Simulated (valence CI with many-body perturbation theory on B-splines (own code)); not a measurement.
# E1 transitions of Tc²⁹⁺

Level of theory: configuration interaction combined with many-body perturbation theory (CI+MBPT): four valence electrons over a frozen Dirac-Fock core [Ne], radial functions for each j: 11 s, 11 p, 9 d, 7 f, 5 g, 2 h, 1 i, with the one-electron correlation potential Σ1, the two-electron term Σ2, the three-electron term Σ3, Breit, model QED; selected CI, second order for the rest (own B-spline code, finite nucleus).

The last digits are not significant, and no measured levels were compared; by estimate large intervals hold to a few tenths of a per cent, small ones and those within an open d or f shell to about a per cent.

Lines 51 to 100 of 225 in falling wavelength, among levels below 2198400 cm⁻¹, chosen from the strongest by gf and those to the six lowest levels. Wavelengths and rates use the calculated energies. Electric multipoles are in the length gauge, E1 and E2 with the static RPA response of the core. Weak lines are less certain than strong ones. Lines between different terms over intervals too small for the method are left out, as are lines whose strength nearly cancels. The highest levels of a list are the least certain.

Names give the largest LS component (configuration and term), which can be under half, so a name can repeat, a term be missing and a line seem to break the LS rules; names also repeat where a configuration has a term twice. Letters in brackets count levels of one name in rising energy.

```csv
λ vac (Å),Upper,Lower,A (s⁻¹),S (a.u.) with core polarisation,S without
115.3,3s 3p3 3P°_1,3s2 3p2 1D_2,3.04e+08,6.89e-04,7.06e-04
115.2,3s 3p3 3D°_1,3s2 3p2 3P_0,2.06e+10,4.68e-02,4.79e-02
115.0,3s 3p2 3d 3D_2 [b],3s2 3p 3d 3P°_2 [a],1.03e+10,3.88e-02,3.97e-02
114.9,3s 3p2 3d 3D_3 [b],3s2 3p 3d 3P°_2 [a],2.36e+10,1.23e-01,1.26e-01
114.3,3s 3p2 3d 3P_0 [a],3s 3p3 3S°_1,2.21e+10,1.63e-02,1.67e-02
114.2,3s 3p2 3d 3D_1 [a],3s 3p3 3S°_1,8.39e+09,1.85e-02,1.90e-02
114.2,3s 3p2 3d 3P_1 [a],3s2 3p 3d 3D°_1 [a],8.27e+09,1.82e-02,1.87e-02
114.0,3p4 1D_2,3s 3p3 3D°_3,3.60e+09,1.32e-02,1.35e-02
113.5,3s 3p2 3d 3D_2 [a],3s2 3p 3d 3D°_1 [a],1.27e+10,4.58e-02,4.69e-02
113.3,3s 3p2 3d 3F_2 [c],3s2 3p 3d 3F°_2 [a],1.64e+10,5.89e-02,6.04e-02
113.3,3s 3p2 3d 5F_1,3s 3p3 5S°_2,6.40e+08,1.38e-03,1.41e-03
113.2,3s 3p2 3d 3D_3 [c],3s2 3p 3d 3P°_2 [a],4.53e+09,2.27e-02,2.32e-02
113.2,3s 3p3 3P°_0,3s2 3p2 3P_1,2.55e+10,1.82e-02,1.87e-02
112.4,3s 3p2 3d 5F_2 [a],3s 3p3 5S°_2,1.12e+08,3.91e-04,3.97e-04
112.1,3s 3p2 3d 3D_2 [b],3s2 3p 3d 3D°_1 [a],2.84e+10,9.87e-02,1.01e-01
111.1,3s 3p2 3d 3D_2 [a],3s 3p3 3P°_2,6.39e+09,2.16e-02,2.22e-02
110.6,3s 3p3 3P°_1,3s2 3p2 3P_1,2.86e+10,5.73e-02,5.87e-02
110.2,3s 3p2 3d 3D_2 [c],3s2 3p 3d 3D°_1 [a],9.03e+09,2.98e-02,3.05e-02
110.1,3s 3p2 3d 3P_1 [b],3s 3p3 3P°_2,2.73e+10,5.39e-02,5.52e-02
109.7,3s 3p2 3d 3D_2 [b],3s 3p3 3P°_2,4.81e+09,1.57e-02,1.61e-02
109.7,3s2 3p 3d 3F°_2 [b],3s2 3p2 1D_2,2.40e+10,7.83e-02,8.02e-02
109.6,3s 3p2 3d 3D_3 [b],3s 3p3 3P°_2,1.36e+10,6.20e-02,6.35e-02
108.5,3s 3p2 3d 3P_2 [b],3s2 3p 3d 3P°_2 [a],1.46e+10,4.60e-02,4.71e-02
108.1,3p4 3P_1,3s 3p3 3D°_2,1.99e+10,3.72e-02,3.81e-02
108.1,3s 3p2 3d 3D_3 [c],3s 3p3 3P°_2,2.37e+10,1.03e-01,1.06e-01
107.9,3s 3p2 3d 3D_1 [a],3s2 3p 3d 3F°_2 [b],2.16e+10,4.01e-02,4.11e-02
107.6,3s 3p2 3d 3F_3,3s2 3p 3d 3F°_2 [b],3.35e+10,1.44e-01,1.47e-01
107.4,3s 3p2 3d 5D_0 [b],3s 3p3 3D°_1,2.06e+10,1.26e-02,1.29e-02
107.3,3s 3p2 3d 3F_2 [c],3s 3p3 3D°_3,1.34e+10,4.09e-02,4.19e-02
107.1,3p4 1D_2,3s 3p3 3D°_2,5.78e+09,1.75e-02,1.79e-02
107.0,3s 3p2 3d 5F_2 [b],3s 3p3 5S°_2,9.95e+09,3.01e-02,3.08e-02
106.9,3s 3p2 3d 3D_2 [a],3s 3p3 3S°_1,8.12e+09,2.45e-02,2.51e-02
106.9,3s2 3p 3d 3P°_1,3s2 3p2 1S_0,1.11e+09,2.01e-03,2.07e-03
106.6,3s 3p2 3d 3D_1 [b],3s2 3p 3d 3F°_2 [b],8.94e+09,1.60e-02,1.64e-02
106.1,3s 3p2 3d 5P_2,3s 3p3 3D°_3,6.25e+09,1.84e-02,1.88e-02
106.0,3s 3p2 3d 3P_1 [b],3s 3p3 3S°_1,1.18e+10,2.09e-02,2.14e-02
105.9,3s 3p2 3d 3P_2 [b],3s2 3p 3d 3D°_1 [a],9.62e+09,2.82e-02,2.88e-02
105.7,3s 3p2 3d 5D_3,3s 3p3 3D°_3,1.66e+10,6.78e-02,6.93e-02
105.6,3s2 3p 3d 3D°_1 [b],3s2 3p2 3P_2,3.10e+10,5.41e-02,5.55e-02
105.6,3s 3p2 3d 1P_1 [b],3s2 3p 3d 3D°_1 [a],2.48e+10,4.33e-02,4.43e-02
105.5,3s2 3p 3d 3F°_2 [b],3s2 3p2 3P_1,5.28e+09,1.53e-02,1.56e-02
105.2,3s 3p2 3d 3D_3 [b],3s2 3p 3d 3F°_3,3.36e+10,1.35e-01,1.39e-01
105.0,3s 3p2 3d 3G_3,3s2 3p 3d 3F°_2 [a],5.18e+10,2.08e-01,2.13e-01
104.9,3s 3p2 3d 1P_1 [a],3s2 3p 3d 3F°_2 [a],5.73e+10,9.77e-02,1.00e-01
104.4,3s 3p2 3d 3F_2 [b],3s 3p3 3D°_1,1.89e+10,5.32e-02,5.44e-02
104.3,3s 3p2 3d 5P_3,3s 3p3 3D°_2,1.14e+10,4.48e-02,4.58e-02
104.2,3s 3p2 3d 5F_3 [a],3s 3p3 5S°_2,1.15e+10,4.48e-02,4.58e-02
104.1,3s2 3p 3d 3F°_3,3s2 3p2 1D_2,2.15e+10,8.37e-02,8.55e-02
103.8,3s 3p2 3d 3D_3 [c],3s2 3p 3d 3F°_3,3.13e+10,1.21e-01,1.24e-01
103.8,3s 3p3 3S°_1,3s2 3p2 1D_2,1.02e+11,1.68e-01,1.72e-01
```
